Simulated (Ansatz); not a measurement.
Reaction (cleavage of the Si–Si bond): `O[SiH2][SiH2][SiH2]Cl` + H–F → `F[SiH2]Cl` + `O[SiH2][SiH3]`

Calculated with Ansatz (gas phase, PBE0-D4/def2-TZVP geometries, no zero-point term in ΔE). CBS: MP2 limit from def2 TZ/QZ plus the TZ coupled-cluster correction, frozen cores. This one scheme is used for every species. Each species was taken in one conformer, which may not be the lowest.

```tsv
species	HF/CBS(def2) energy (Eh)
`O[SiH2][SiH2][SiH2]Cl`	-1405.46029
H–F	-100.07071
`F[SiH2]Cl`	-849.25669
`O[SiH2][SiH3]`	-656.33914
```

**Question.** Work out ΔE.

**Answer.** ΔE = (-849.25669) + (-656.33914) − (-1405.46029) − (-100.07071) = -0.06483 Eh = -1.76 eV. CCSD(T)/CBS gives -1.37 eV.

Largest T1 diagnostic among the species: 0.012.

From PBE to PBE0 (25 % exact exchange), in def2-TZVPP and without D4, ΔE moves by −0.04 eV. In def2-TZVPP, CCSD(T) changes the Hartree–Fock value by +0.34 eV (the triples alone add +0.05 eV) and MP2 by +0.31 eV. The D4 term adds +0.12 eV with B3LYP and +0.07 eV with PBE0; it sums over pairs of atoms, weighted by their polarisabilities, and B3LYP, whose exchange is more repulsive, gets the larger term.

B3LYP here is the variant with VWN-RPA as its local correlation; programs differ in this.
